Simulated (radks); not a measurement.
Spherical quantum dot in the effective-mass picture: electrons in a hard-walled sphere of radius 2.87, with a point charge +1 (a donor) at the centre, all in effective atomic units (hartree* = m*/eps^2 hartree, bohr* = eps/m* bohr), one dielectric constant everywhere. Method: non-relativistic Kohn-Sham, LDA (Slater exchange, Perdew-Wang correlation), spin-polarised, spherical densities; computed with a radial shooting solver with Libxc functionals. Levels are named by radial order and angular momentum (1s, 1p, 1d, 2s, ...), and open shells are averaged over m.

N = 21, configuration 1s2 1p6 1d10 2s2 1f(up 1, down 0). This is the lowest configuration that the search found. Occupied and some empty levels:

| level | occupation | eigenvalue (hartree*) | <r> (bohr*) |
|---|---|---|---|
| 1s up | 1 | 9.6498 | 1.810 |
| 1s down | 1 | 9.6650 | 1.807 |
| 1p up | 3 | 10.026 | 1.950 |
| 1p down | 3 | 10.044 | 1.949 |
| 1d up | 5 | 10.613 | 2.033 |
| 1d down | 5 | 10.631 | 2.032 |
| 2s up | 1 | 11.367 | 1.194 |
| 2s down | 1 | 11.373 | 1.196 |
| 1f up | 1 | 11.396 | 2.096 |
| 1f down | 0 | 11.415 | 2.096 |
| 1g up | 0 | 12.360 | 2.148 |
| 1g down | 0 | 12.379 | 2.148 |
| 2p up | 0 | 12.717 | 1.481 |
| 2p down | 0 | 12.725 | 1.481 |
| 2d up | 0 | 14.043 | 1.632 |
| 2d down | 0 | 14.053 | 1.631 |

Energy (hartree*): total 119.533, kinetic 39.864, external -12.759, Hartree 103.92, exchange-correlation -11.487.

Electron density:

| r (bohr*) | n(r) (e/bohr*^3) |
|---|---|
| 0.150 | 0.9584 |
| 0.293 | 0.7204 |
| 0.436 | 0.5433 |
| 0.579 | 0.4126 |
| 0.722 | 0.3189 |
| 0.865 | 0.2564 |
| 1.01 | 0.2214 |
| 1.15 | 0.2114 |
| 1.29 | 0.2238 |
| 1.44 | 0.2546 |
| 1.58 | 0.2970 |
| 1.72 | 0.3408 |
| 1.87 | 0.3728 |
| 2.01 | 0.3790 |
| 2.15 | 0.3490 |
| 2.29 | 0.2813 |
| 2.44 | 0.1879 |
| 2.58 | 0.09302 |
| 2.72 | 0.02441 |
| 2.87 | 0.00005618 |
